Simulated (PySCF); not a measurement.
C3H9FSi, SMILES C[Si](C)(C)F. Atoms are numbered in the order given.

```xyz
14

C     -1.5494     0.8946    -0.5282
Si     0.0000     0.0000     0.0226
C      1.5494     0.8946    -0.5282
C      0.0000    -1.7891    -0.5282
F      0.0000     0.0000     1.6672
H     -1.6122     0.9308    -1.6286
H     -2.4537     0.3875    -0.1547
H     -1.5625     1.9312    -0.1547
H      2.4537     0.3875    -0.1547
H      1.6122     0.9308    -1.6286
H      1.5625     1.9312    -0.1547
H      0.0000    -1.8616    -1.6286
H     -0.8912    -2.3188    -0.1547
H      0.8912    -2.3188    -0.1547
```

The structure is a stationary point at B3LYP-D3(BJ)/def2-SVP.

Level of theory: PySCF with PBE/def2-TZVP.

Atomic charges (e):

```json
[
 {"atom": "C1", "Löwdin": "-0.44", "IAO": "-0.76"},
 {"atom": "Si2", "Löwdin": "0.10", "IAO": "1.35"},
 {"atom": "C3", "Löwdin": "-0.44", "IAO": "-0.76"},
 {"atom": "C4", "Löwdin": "-0.44", "IAO": "-0.76"},
 {"atom": "F5", "Löwdin": "0.00", "IAO": "-0.53"},
 {"atom": "H6", "Löwdin": "0.13", "IAO": "0.16"},
 {"atom": "H7", "Löwdin": "0.13", "IAO": "0.16"},
 {"atom": "H8", "Löwdin": "0.13", "IAO": "0.16"},
 {"atom": "H9", "Löwdin": "0.13", "IAO": "0.16"},
 {"atom": "H10", "Löwdin": "0.13", "IAO": "0.16"},
 {"atom": "H11", "Löwdin": "0.13", "IAO": "0.16"},
 {"atom": "H12", "Löwdin": "0.13", "IAO": "0.16"},
 {"atom": "H13", "Löwdin": "0.13", "IAO": "0.16"},
 {"atom": "H14", "Löwdin": "0.13", "IAO": "0.16"}
]
```

Computed Mayer and Wiberg (Löwdin basis) orders of the bonds:
```tsv
bond	Mayer	Wiberg
C1–Si2	0.98	1.17
Si2–C3	0.98	1.17
Si2–C4	0.98	1.17
Si2–F5	1.12	1.63
C1–H6	0.94	0.90
C1–H7	0.95	0.90
C1–H8	0.95	0.90
C3–H9	0.95	0.90
C3–H10	0.94	0.90
C3–H11	0.95	0.90
C4–H12	0.94	0.90
C4–H13	0.95	0.90
C4–H14	0.95	0.90
```
